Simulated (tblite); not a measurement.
Compound: C7H17OP.
Cartesian coordinates in Å at the GFN2-xTB level; atoms count from 1:
```xyz
26
C7H17OP angstrom
C      3.2516    0.8381   -0.4541
C      2.8381   -0.5971   -0.1657
C      1.4964   -0.6731    0.5548
P      0.1832    0.0560   -0.5027
O      0.2354   -0.3799   -1.8997
C     -1.4397   -0.2648    0.3271
C     -1.5803   -1.7664    0.5553
C     -2.5471    0.2479   -0.5920
C     -2.4396    1.7413   -0.8632
H      4.2430    0.8657   -0.9005
H      2.5499    1.2886   -1.1553
H      3.2672    1.4310    0.4590
H      3.6034   -1.0930    0.4375
H      2.7497   -1.1360   -1.1115
H      1.5288   -0.1542    1.5142
H      1.2396   -1.7214    0.7303
H      0.3665    1.4257   -0.3096
H     -1.4696    0.2710    1.2806
H     -1.2975   -2.3010   -0.3518
H     -0.9493   -2.1051    1.3748
H     -2.6117   -2.0220    0.7949
H     -3.5173    0.0226   -0.1401
H     -2.4830   -0.2924   -1.5396
H     -1.5428    1.9502   -1.4449
H     -3.2996    2.0868   -1.4326
H     -2.3962    2.3041    0.0682
```

Computed values, GFN2-xTB/tblite, gas phase, harmonic and unscaled. This tight-binding method is rough: wavenumbers can miss measured ones by several per cent, in bad cases by 10 to 20. Modes of hydrogen on phosphorus can be 10 to 20 % off. One conformer, not necessarily the lowest.

Harmonic wavenumbers (cm⁻¹): 56.5, 63.9, 86.8, 107.5, 129.4, 190.1, 201.1, 206.1, 243.0, 263.7, 272.8, 319.3, 357.4, 400.2, 429.5, 480.1, 648.9, 702.0, 758.5, 826.4, 838.5, 893.7, 915.3, 939.0, 947.8, 981.5, 1014.8, 1027.7, 1049.0, 1056.9, 1080.8, 1117.0, 1121.4, 1165.0, 1188.8, 1223.3, 1232.8, 1264.7, 1270.3, 1282.4, 1285.7, 1343.2, 1347.4, 1407.4, 1409.7, 1411.4, 1424.7, 1479.6, 1480.4, 1492.7, 1494.5, 1495.3, 1500.6, 1500.9, 1502.7, 2269.4, 2925.6, 2945.7, 2952.0, 2956.8, 2967.6, 2978.3, 2985.3, 3005.9, 3013.6, 3014.6, 3016.2, 3017.8, 3020.8, 3024.7, 3035.6, 3037.6.

A = 2289, B = 804.9, C = 694.3 MHz; mass 148.102 u (most abundant isotopes); point group C1, symmetry number 1.

Q: What is the zero-point energy?

A: ½Σν̃ = 50049 cm⁻¹ = 143.10 kcal/mol.

Q: Entropy at 298.15 K, 1 bar (ideal gas, RRHO, classical rotation)?

A: Translation 40.91, rotation 29.91, vibration 38.21: S = 109.0 cal/(mol K).

Q: And Cp and H(298.15 K) − H(0)?

A: Cp = 46.71 cal/(mol K), of which vibrations give 38.76 (their classical limit is 72 R = 143.1); H(298.15 K) − H(0) = 8.39 kcal/mol without the zero-point energy, 6.02 from vibrations.

Q: What must be added to the electronic energy to get the Gibbs energy at 298.15 K and 1 bar?

A: ZPE + [H(298.15 K) − H(0)] − T·S = 143.10 + 8.39 − 32.51 = 118.98 kcal/mol.

Q: Blend soft modes into free rotors: weight 1/[1 + (100 cm⁻¹/ν̃)⁴] for the oscillator and the rest for a rotor with moment μB/(μ + B), μ = h/(8π²ν), B = 10⁻⁴⁴ kg m². What vibrational entropy results?

A: 35.52 cal/(mol K) in place of 38.21, which changes −T·S at 298.15 K by +0.80 kcal/mol.

Hindered rotation and anharmonicity are outside this model. Other conformers, if any are populated, would add a mixing term that is left out. The structure is chiral; the term R ln 2 for an equal mix with its mirror image is left out.
